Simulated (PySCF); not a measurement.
## Basis and Hamiltonian dependence of the excitation energy of P

P [Ne] 3s2 3p3 (4S) → P [Ne] 3s1 3p4, s spin flipped. Calculated with PySCF 2.14 from differences of total energies of unrestricted determinants, without spin-orbit coupling. Values in eV.

```csv
basis,Hamiltonian,functions,UHF,r2SCAN,PBE0,MP2 (valence)
def2-TZVPPD,non-relativistic,48,13.081,10.716,10.712,11.564
x2c-QZVPPall,spin-free X2C,70,13.142,10.803,10.790,11.579
aug-cc-pwCVTZ,non-relativistic,75,13.057,10.720,10.706,11.539
aug-cc-pV(Q+d)Z,non-relativistic,89,13.058,10.711,10.714,11.483
aug-cc-pCVQZ-DK,spin-free X2C,134,13.136,10.783,10.786,11.560
```

Frozen in the all-electron rows: valence: [Ne].

In the upper determinant the s electron has its spin opposite to the other open shell, which mixes two multiplicities. The upper state lies above the first ionisation limit, where it may autoionise and the basis confines it.
